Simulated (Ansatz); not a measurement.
Job for Ansatz (an electronic-structure program): U-PBE/def2-TZVPP on CoSb, 2S+1 = 5, a spin state set in the input, which need not be the lowest, a point of a bond scan (R = 2.459 Å). Elements past Kr take the def2 small-core potentials; no spin–orbit coupling.

Ansatz 0.2 input:
```yaml
crystal:
  periodic: [false, false, false]
  atoms:
    - {symbol: Co, position_ang: [0.00000000, 0.00000000, 0.00000000]}
    - {symbol: Sb, position_ang: [0.00000000, 0.00000000, 2.45934600]}
basis:
  gaussian:
    orbitals: def2-TZVPP
    pivot_positions_ang: [[0.00000000, 0.00000000, 0.00000000], [0.00000000, 0.00000000, 2.45934600]]
hamiltonian:
  xc: {name: PBE}
magnetization: {spin_polarized: true, initial_magnetization: 4}
output: {forces: true, orbitals: {seedname: ./end}}
```

Task: What total energy does the run end on?

Result: -1622.7757 hartree.

Task: How many basis functions does it have, and what does it roughly cost on one machine?

Result: 114 functions; very roughly 40 core-seconds.
